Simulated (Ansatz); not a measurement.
Mulliken charges of `Cl[SiH][NH][GeH2][Cl]` radical from r2SCAN/def2-TZVPP in Ansatz (PBE0-D4/def2-TZVP geometry).

```tsv
atom	x (Å)	y (Å)	z (Å)	charge (e)
Cl1	-2.392	-1.090	0.417	-0.246
Si2	-1.671	0.652	-0.419	0.415
N3	0.031	0.464	-0.594	-0.412
Ge4	1.205	-0.424	0.497	0.434
Cl5	1.330	0.573	2.409	-0.321
H6	-2.275	0.809	-1.778	-0.064
H7	0.477	1.179	-1.155	0.148
H8	2.590	-0.325	-0.147	0.012
H9	0.705	-1.839	0.769	0.036
```

Q: By hand: the dipole of these point charges (1 e Å = 4.8032 D).

A: Σ q r = (0.251, 0.032, -0.621) e Å, of length 0.671 e Å = 3.22 D.

Q: How does the dipole of the full density compare? (Estimate.)

A: The calculation gave: (0.267, 0.071, -0.486) e Å, 2.69 D; the point charges give 1.20 times that, at 8° from its direction.

Point charges leave out the atoms' own dipoles, such as those of lone pairs, and Mulliken's split depends on the basis, so the two needn't agree.
